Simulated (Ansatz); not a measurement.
Gas-phase electronic energies from Ansatz, PBE0-D4/def2-TZVP geometries. CCSD(T)/CBS is the MP2 limit (def2-TZVPP, def2-QZVPP) plus CCSD(T) − MP2 in def2-TZVPP, frozen cores. DFT in def2-TZVPP. Elements past krypton have def2 core potentials. For Sb outer-core shells are correlated without core-valence functions, which leaves a few kJ/mol of doubt a bond. One conformer a species, not always the lowest.

Consider the substitution at a C–C bond: `CCC#CCC` + `[OH][SbH][SiH3]` → `CC[O][SbH][SiH3]` + `C#CCC`.

`CCC#CCC`:

Cartesian coordinates in Å:
```
C 0.077 -2.716 0.019
C 0.802 -1.783 -0.948
C 0.542 -0.378 -0.679
C 0.313 0.779 -0.439
C 0.020 2.169 -0.127
C -0.912 2.324 1.072
H -1.003 -2.571 -0.039
H 0.298 -3.759 -0.217
H 0.387 -2.523 1.048
H 1.881 -1.965 -0.899
H 0.502 -2.013 -1.977
H -0.425 2.648 -1.006
H 0.959 2.700 0.064
H -1.866 1.827 0.888
H -0.470 1.880 1.966
H -1.106 3.380 1.273
```

`[OH][SbH][SiH3]`:

```xyz
8

O    -1.216    1.439    0.853
Sb    0.430    1.371   -0.251
Si    0.261   -1.187   -0.539
H    -1.679    2.264    0.690
H     1.497    1.156    1.078
H    -0.108   -1.838    0.743
H     1.578   -1.703   -1.004
H    -0.763   -1.501   -1.570
```

`CC[O][SbH][SiH3]`:

Z-matrix (Å, degrees):
```
C
C 1 1.510
H 1 1.092 2 110.3
H 1 1.093 2 110.5 3 120.1
H 1 1.092 2 110.5 3 -119.7
O 2 1.411 1 108.7 3 59.1
H 2 1.101 1 109.8 3 -179.2
H 2 1.101 1 109.9 3 -61.8
Sb 6 1.980 2 117.2 1 172.3
Si 9 2.579 6 90.4 2 161.6
H 9 1.725 6 95.9 2 71.6
H 10 1.486 9 109.4 6 73.7
H 10 1.484 9 110.7 6 -47.3
H 10 1.489 9 108.6 6 -167.9
```

`C#CCC`:

```xyz
10

C    -1.623   -0.947   -1.307
C    -0.624   -0.714   -0.684
C     0.575   -0.407    0.078
C     0.514    0.959    0.756
H    -2.506   -1.159   -1.861
H     0.727   -1.190    0.829
H     1.441   -0.454   -0.591
H     1.432    1.148    1.316
H     0.392    1.753    0.017
H    -0.328    1.011    1.447
```

| level | ΔE (eV) |
| --- | --- |
| PBE-D4 | 0.64 |
| PBE | 0.66 |
| MP2/def2-QZVPP | 0.65 |
| HF/CBS(def2) | 0.58 |

Question: What does CCSD(T)/CBS give? (Estimate.)

Answer: Ansatz gave: +0.59 eV. The listed levels differ from it by 0.05, 0.07, 0.06, -0.01 eV.

Largest T1 diagnostic among the species: 0.014.

The D4 term adds −0.04 eV with B3LYP and −0.02 eV with PBE0; it sums over pairs of atoms, weighted by their polarisabilities, and B3LYP, whose exchange is more repulsive, gets the larger term.

B3LYP here is the variant with VWN-RPA as its local correlation; programs differ in this.
